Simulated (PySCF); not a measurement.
Working out the ionisation energy of Ru⁺

Ru⁺ [Kr] 4d7 (4F) → Ru²⁺ [Kr] 4d6 (5D). All numbers are calculated (PySCF 2.14, scalar relativity by spin-free X2C-1e, in x2c-TZVPPall with one added diffuse shell each of s, p, d, f type (9s7p7d3f1g, 95 functions)). Frozen: [Kr]. Energies in hartree (1 hartree = 27.21139 eV):

```json
{"part": "UHF", "Ru⁺ (lower)": "-4527.758428", "Ru²⁺ (upper)": "-4527.210197"}
{"part": "CCSD correlation", "Ru⁺ (lower)": "-0.160282", "Ru²⁺ (upper)": "-0.111001"}
{"part": "(T)", "Ru⁺ (lower)": "-0.005115", "Ru²⁺ (upper)": "-0.002164"}
```

Question: What does Hartree-Fock give?

Answer: (-4527.210197) − (-4527.758428) = 0.548231 hartree = 14.918 eV.

Question: What do CCSD and CCSD(T) give?

Answer: The CCSD correlation energies differ by 0.049281 hartree = 1.341 eV and the triples by 0.002951 hartree = 0.080 eV, so CCSD gives 16.259 eV and CCSD(T) 16.339 eV.

A first-order spin-orbit estimate adds 0.051 eV to CCSD(T) (valence), giving 16.390 eV against 16.76 ± 0.06 eV (semi-empirical (NIST evaluation); NIST Atomic Spectra Database, ionization energies).

What remains against the reference includes basis incompleteness, the frozen core and higher excitations.
